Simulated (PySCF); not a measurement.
Excitation energy of Cu²⁺ by level of theory

Cu²⁺ [Ar] 3d9 (2D) → Cu²⁺ [Ar] 3d8 4p1 (high-spin determinant), as a difference of total energies. Calculation: PySCF 2.14, in aug-cc-pVDZ-PP with ECP10MDF; a scalar-relativistic core potential. Correlated levels: valence: 3s2 3p6 frozen. The calculations carry no spin-orbit coupling.

```
           method  excitation energy (eV)
              UHF                  12.990
              LDA                  15.170
              PBE                  14.496
             PBE0                  14.385
           r2SCAN                  13.747
             BLYP                  14.304
          wB97M-V                  14.374
           revPBE                  14.400
          LC-wPBE                  14.867
    MP2 (valence)                  15.064
SCS-MP2 (valence)                  14.958
```

Q: How much does correlation contribute at MP2 (valence)?

A: 15.064 − (12.990) = 2.074 eV, measured against UHF.

The determinant of the upper state mixes LS terms, which raises its energy above the lowest term, most at the Hartree-Fock and MP2 levels.
